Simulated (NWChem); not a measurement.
# CF$_{2}$I, doublet; SMILES F[C](F)I

In the optimisation the excess spin sits in a' (Cs, its own frame). def2 effective core potentials on I; no spin-orbit coupling.

Question: Give the equilibrium geometry at PBE0/def2-SVP with def2 effective core potentials on I, spin-unrestricted (NWChem) as a Z-matrix, with the point group.

Answer: point group Cs; any orientation.
```
C
F 1 1.3079
F 1 1.3079 2 110.28
I 1 2.1358 2 114.50 3 130.87
```
